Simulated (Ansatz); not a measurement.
Ideal-gas functions of ClH₃NOSV, SMILES `[NH2][V]([OH])(=[S])[Cl]` at 600 K and 1 bar, from an Ansatz frequency run at PBE0-D4/def2-TZVP.

Molar mass 151.49 g/mol, point group C1 (symmetry number 1), electronic degeneracy 1, moments of inertia 191.06, 275.62, 316.582 u Å². Harmonic wavenumbers (cm⁻¹, unscaled): 155, 175, 204, 213, 231, 322, 359, 438, 465, 575, 594, 682, 767, 806, 1515, 3553, 3684, 3887.

Use S(trans) = R[1.5 ln M + 2.5 ln T − 1.1517]; rotational temperatures θ = 24.2544 K / I; S(rot) = R[ln(√π/σ · √(T³/θAθBθC)) + 1.5]; for each mode x = 1.438777 ν̃/T, S = R[x/(eˣ − 1) − ln(1 − e⁻ˣ)] and H = RT x/(eˣ − 1); 1 cm⁻¹ = 0.0119627 kJ/mol; R = 8.31446 J/(mol·K).

Task: By hand: the entropy, in J/(mol·K).

Result: Translation 186.0. Rotation: θ = 0.1269, 0.088, 0.0766 K, giving 126.4. Vibration, mode by mode: 16.59, 15.60, 14.34, 13.99, 13.33, 10.67, 9.81, 8.28, 7.83, 6.27, 6.04, 5.09, 4.33, 4.02, 1.04, 0.02, 0.01, 0.01, in all 137.3. Electronic 0.0. Sum 449.7 J/(mol·K).

Task: By hand: H − E and G − E in kJ/mol, counted from the electronic energy.

Result: Zero-point energy ½ × 18625 × 0.0119627 = 111.4; thermal vibration 42.0; translation, rotation and pV give 4 RT = 20.0. H − E = 173.4 kJ/mol, and G − E = 173.4 − 600 × 449.7/1000 = -96.4 kJ/mol.

Vibration gives 31 % of the entropy. The sum counts one conformer and one mirror image; others add a mixing term.
